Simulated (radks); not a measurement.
Results of a calculation; reference values are marked as such.
Q: Cd10+, 38 electrons, occupied as [Kr] 4d2 (the NIST ground configuration). Code: a radial shooting solver on a logarithmic mesh with Libxc functionals. Model: scalar-relativistic Kohn-Sham, r2SCAN, spin-polarised, spherical densities, finite nucleus; open shells are filled with parallel spins first (spin-orbit coupling, left out, can overturn this in heavy ions); meta-GGA in the generalised Kohn-Sham scheme; Fermi nuclear charge, rms radius 4.6087 fm. Some entries of the table are withheld. Estimate them.

| orbital | occ. | eigenvalue (Ry) | <1/r> (bohr^-1) | r(max) (bohr) |
|---|---|---|---|---|
| 1s down | 1 | -1968.248 | 50.63 | 0.01968 |
| 1s up | 1 | -1968.247 | 50.63 | 0.01968 |
| 2s up | 1 | -306.1423 | 11.54 | 0.1112 |
| 2s down | 1 | -306.0682 | 11.54 | 0.1111 |
| 2p up | 3 | -276.0378 | 11.11 | 0.08901 |
| 2p down | 3 | -275.9831 | 11.11 | 0.08900 |
| 3s up | 1 | -69.36271 | 4.087 | 0.3229 |
| 3s down | 1 | -69.34321 | 4.086 | 0.3229 |
| 3p up | 3 | -59.41209 | 3.889 | 0.3162 |
| 3p down | 3 | -59.38400 | 3.888 | 0.3163 |
| 3d up | 5 | -43.92999 | 3.658 | 0.2654 |
| 3d down | 5 | -43.87236 | 3.657 | 0.2656 |
| 4s up | 1 | -21.57758 | 1.661 | 0.7773 |
| 4s down | 1 | -21.31736 | 1.665 | 0.7755 |
| 4p up | 3 | -18.40548 | (1) | 0.8143 |
| 4p down | 3 | -18.13751 | (2) | 0.8130 |
| 4d up | 2 | (3) | 1.353 | (4) |
| 4d down | 0 | (5) | 1.357 | (6) |

A: 
(1) 4p up <1/r> (bohr^-1): 1.545
(2) 4p down <1/r> (bohr^-1): 1.548
(3) 4d up eigenvalue (Ry): -13.57784
(4) 4d up r(max) (bohr): 0.8787
(5) 4d down eigenvalue (Ry): -13.29536
(6) 4d down r(max) (bohr): 0.8770
